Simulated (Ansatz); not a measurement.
Worked example: GeH3Br + SiH(SiH3)Br2 → SiH3(GeH3) + SiHBr3

Species: GeH3Br `[GeH3][Br]`, singlet; SiH(SiH3)Br2, singlet; SiH3(GeH3), singlet; SiHBr3 `Br[SiH](Br)Br`, singlet. The partners trade Br for SiH3: Ge–Br and Si–SiH3 bonds give way to Ge–SiH3 and Si–Br.

Shapes, held fixed at every level: PBE0-D4/def2-TZVP. Programs: Ansatz 0.2.0. The zero-point and thermal change to 298 K, harmonic and unscaled (PBE0-D4/def2-TZVP), is -0.7 kJ/mol.

At CCSD(T)/def2-TZVPP; 1 Eh = 2625.50 kJ/mol:

```
     species   energy (Eh)
      GeH3Br  -4650.143558
SiH(SiH3)Br2  -5726.013569
  SiH3(GeH3)  -2368.247189
      SiHBr3  -8007.918035
```

Q: Work out ΔH(298 K) of the reaction at this level.

A: 
1. Products less reactants: (-2368.247189) + (-8007.918035) − [(-4650.143558) + (-5726.013569)] = -0.008097 Eh = -21.3 kJ/mol.
2. With the thermal change: -21.3 + (-0.7) = -22.0 kJ/mol.

Other levels give -24.9 (wB97M-V/def2-TZVPP) to -17.2 kJ/mol (CCSD/def2-SVP). No measured value is set beside it here. Relativity is left out for Br, Ge unless named. Correlated rows may include outer-core shells of Br, Ge, which these sets cover unevenly.
